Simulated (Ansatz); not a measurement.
Geometry optimisation, Ansatz 0.2.0, RKS B3LYP-D4/def2-SVP.

Input:

```yaml
crystal:
  periodic: [false, false, false]
  atoms:
    - { symbol: Zn, position_ang: [-0.035275, -1.306683, 0.308187] }
    - { symbol: Cl, position_ang: [0.620118, -1.440112, -1.797112] }
    - { symbol: O, position_ang: [-0.62022, -1.46633, 1.97987] }
    - { symbol: H, position_ang: [0.732587, 1.138547, -1.299132] }
    - { symbol: O, position_ang: [0.326113, 1.699178, -0.619248] }
    - { symbol: H, position_ang: [-0.550724, -0.646338, 2.485524] }
    - { symbol: H, position_ang: [-0.472399, 2.021838, -1.058089] }
basis:
  gaussian: { orbitals: def2-SVP }
hamiltonian:
  xc: b3lyp
  dispersion: d4
relax:
  f_tol: 0.03
  max_steps: 50
```

Command:

```bash
$ ansatz run input.yaml --threads 2 --pin off --max-ram 3072MiB --backend cpu --events-out ev --progress --plain --runs-dir out
```

Problem. Where does it end, and by what steps?

Solution. The run converged. After 9 steps the energy has fallen by 0.432 eV; H7 moved furthest, 0.62 Å. Joined: Zn1–O5.

```csv
step,energy less start (eV),largest force component (eV/Å),accepted
0,0.0000,0.929,yes
1,-0.1245,1.022,yes
2,-0.2868,0.975,yes
3,-0.3847,0.744,yes
4,-0.4121,0.284,yes
5,-0.4040,1.020,no
6,-0.4249,0.162,yes
7,-0.4297,0.067,yes
8,-0.4304,0.155,yes
9,-0.4318,0.012,yes
```

```xyz
7
Properties=species:S:1:pos:R:3
Zn 0.056 -0.920 0.110
Cl 0.765 -1.476 -1.866
O -0.659 -1.176 1.737
H 0.560 1.010 -1.365
O 0.295 1.181 -0.442
H -0.554 -0.403 2.307
H -0.462 1.785 -0.480
```

Whether the end is a true minimum wasn't checked by a vibrational analysis.

Time of the run: 29 s on 2 threads of Intel(R) Xeon(R) Platinum 8259CL CPU @ 2.50GHz (Skylake/Cascade Lake) (shared host), peak memory 0.22 GiB.
